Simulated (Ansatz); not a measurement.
`OC([SiH3])O[SiH3]` + `COB(N)O` → `COB(N)O[SiH3]` + `OC(O)[SiH3]`  (ligand exchange at the Si–O bond)

Gas-phase electronic energies from Ansatz, PBE0-D4/def2-TZVP geometries. CCSD(T)/CBS is the MP2 limit (def2-TZVPP, def2-QZVPP) plus CCSD(T) − MP2 in def2-TZVPP, frozen cores. DFT in def2-TZVPP. B3LYP here is the variant with VWN-RPA as its local correlation; programs differ in this. One conformer a species, not always the lowest.

| level | ΔE (kcal/mol) | difference from CCSD(T)/CBS |
| --- | --- | --- |
| r2SCAN-D4 | -0.9 | 0.3 |
| B3LYP-D4 | -1.2 | 0.0 |
| ωB97M-V | -1.0 | 0.2 |
| B2PLYP | -1.2 | 0.0 |
| B3LYP | -1.6 | -0.4 |
| HF/def2-TZVPP | -2.6 | -1.4 |
| SCS-MP2/def2-TZVPP | -1.1 | 0.1 |
| MP2/def2-QZVPP | -0.9 | 0.3 |
| SCS-MP2/def2-QZVPP | -1.3 | -0.1 |
| MP2/CBS(def2) | -1.0 | 0.2 |
| CCSD(T)/CBS | -1.2 | 0 |

Largest T1 diagnostic among the species: 0.013.

In def2-TZVPP, CCSD(T) changes the Hartree–Fock value by +1.6 kcal/mol (the triples alone add +0.3 kcal/mol) and MP2 by +1.8 kcal/mol.
